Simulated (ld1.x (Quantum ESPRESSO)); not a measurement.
**Scattering properties, PAW potential for vanadium**

```
Element                 : V (Z = 23)
Generator               : ld1.x (Quantum ESPRESSO) 7.5
Type                    : PAW
Functional              : PBE
Relativity              : scalar-relativistic
Frozen core             : [Ar]
Valence charge          : 5
Reference configuration : 3d3 4s0 4p0 (charge +2)
Partial waves           : 4s (bound, empty): rcut 1.25, rcutus 1.35 bohr; 4s channel at 1.7 Ry: rcut 1.25, rcutus 1.35 bohr; 4p (bound, empty): rcut 2.05, rcutus 2.55 bohr; 4p channel at -0.5 Ry: rcut 2.05, rcutus 2.55 bohr; 3d (bound): rcut 1.45, rcutus 1.75 bohr; 3d channel at -0.25 Ry: rcut 1.45, rcutus 1.75 bohr
Local potential         : all-electron potential smoothed inside 1.45 bohr (lloc = -1)
Core correction         : Bessel-smoothed model core, default radius (core density twice the valence density)
Augmentation charge     : BESSEL, radius 1.00 bohr
```

The phase is arctan(r·u′/u) with u = r·R(r), unwrapped; energies in Ry, scanned from -4 to 5 Ry. A pole is an energy at which the radial function vanishes at the test radius. The pseudo phase is shifted by a multiple of π to meet the all-electron one at the reference energy, and phase errors are pseudo minus all-electron; the curves can meet again beyond the range given. Levels narrower than the energy grid can be missing from the lists of poles. Where the grid stepped over a known ghost or core level, its pole and its step of π were put in at the level’s energy.

```
channel  radius (bohr)  reference energy (Ry)  poles, all-electron  poles, pseudo  unbroken range about the reference energy with phases within 0.05 rad  phase error 1 Ry above the reference energy (rad)
      s           2.74                  -1.31                 0.51           0.51                                                        the whole range                                             +0.000
      p           2.74                  -0.95                 1.40    -1.14, 1.45                                                            -1.1 to 3.5                                             +0.001
      d           2.74                  -1.57          -1.41, 2.83    -1.41, 2.84                                                        the whole range                                             +0.000
```

Note: ghost states, extra bound levels that the all-electron valence spectrum of the same l lacks: s at -87.2 eV, p at -15.5 eV. A true bound ghost makes a file unfit for plane-wave use.

Phases in the s channel:

| E (Ry) | all-electron | pseudo |
| --- | --- | --- |
| -4.00 | 1.320 | 1.320 |
| -3.52 | 1.285 | 1.285 |
| -3.04 | 1.232 | 1.232 |
| -2.56 | 1.141 | 1.141 |
| -2.08 | 0.946 | 0.946 |
| -1.60 | 0.345 | 0.345 |
| -1.12 | -0.829 | -0.829 |
| -0.64 | -1.291 | -1.291 |
| -0.16 | -1.458 | -1.458 |
| 0.32 | -1.545 | -1.545 |
| 0.80 | -1.605 | -1.605 |
| 1.28 | -1.656 | -1.656 |
| 1.76 | -1.706 | -1.706 |
| 2.24 | -1.768 | -1.768 |
| 2.72 | -1.857 | -1.857 |
| 3.20 | -2.024 | -2.024 |
| 3.68 | -2.467 | -2.469 |
| 4.16 | -3.583 | -3.587 |
| 4.64 | -4.218 | -4.220 |
